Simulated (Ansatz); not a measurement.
Geometry optimisation, Ansatz, RKS B3LYP-D4/6-31G*.

input.yaml

```yaml
crystal:
  periodic: [false, false, false]
  atoms:
    - { symbol: B, position_ang: [0.0, 0.0, 0.0] }
    - { symbol: H, position_ang: [0.0, 0.0, 1.54] }
    - { symbol: "N", position_ang: [1.3423, 0.0, -0.775] }
    - { symbol: H, position_ang: [1.8089, -0.9179, -1.0268] }
    - { symbol: H, position_ang: [1.7937, 0.9179, -1.0532] }
    - { symbol: H, position_ang: [-1.0305, 0.0, -0.595] }
    - { symbol: "N", position_ang: [0.0829, 1.7537, 0.5833] }
    - { symbol: H, position_ang: [0.4765, 1.9752, 1.5423] }
    - { symbol: C, position_ang: [-0.397, 2.8399, -0.283] }
    - { symbol: H, position_ang: [-0.6674, 2.4284, -1.2779] }
    - { symbol: H, position_ang: [-1.2899, 3.3132, 0.1762] }
    - { symbol: H, position_ang: [0.4035, 3.5996, -0.4026] }
    - { symbol: H, position_ang: [0.0424, 0.8968, 1.5631] }
basis:
  gaussian: { orbitals: "6-31G*" }
hamiltonian:
  xc: b3lyp
  dispersion: d4
relax:
  f_tol: 0.15
  max_steps: 25
  restrain:
    - { distance: [0, 6], at: 2.75, k: 30.0 }
    - { distance: [12, 1], at: 1.86, k: 30.0 }
    - { distance: [0, 1], at: 1.19, k: 30.0 }
    - { distance: [12, 6], at: 1.06, k: 30.0 }
```

Command:

```bash
$ ansatz run input.yaml --threads 1 --pin off --max-ram 2048MiB --backend cpu --events-out ev --progress --plain --runs-dir out
```

Task: Where does it end, and by what steps?

Result: The run converged. The restraints hold the end off the free minimum. After 16 steps the energy has fallen by 5.169 eV (the restraints' own energy left out); H5 moved furthest, 1.79 Å. Joined: B1–H2 (1.54 → 1.20 Å).

```tsv
step	energy less start (eV)	largest force component (eV/Å)	accepted
0	0.0000	4.987	yes
1	0.1885	3.868	yes
2	-0.2783	5.082	yes
3	-1.6870	3.995	yes
4	-3.1534	4.141	yes
5	-3.8076	2.594	yes
6	-4.2009	1.739	yes
7	-4.5012	1.627	yes
8	-4.7028	1.587	yes
9	-4.8542	1.438	yes
10	-5.0002	1.298	yes
11	-5.0838	1.106	yes
12	-5.1231	0.942	yes
13	-5.1436	0.867	yes
14	-5.1521	0.838	yes
15	-5.1603	0.874	yes
16	-5.1686	0.878	yes
```

```xyz
13
Properties=species:S:1:pos:R:3
B 0.254 -0.282 -0.338
H -0.016 -0.393 0.822
N 1.464 -0.792 -0.807
H 2.180 -1.177 -0.203
H 1.754 -0.723 -1.773
H -0.540 0.166 -1.118
N 0.260 2.243 0.751
H 0.744 2.659 1.547
C -0.643 3.222 0.138
H -1.137 2.757 -0.722
H -1.428 3.624 0.803
H -0.053 4.067 -0.238
H -0.274 1.437 1.128
```

Time of the run: 61 s on 1 thread of Arm Neoverse V1, with other jobs on the host, peak memory 0.15 GiB.
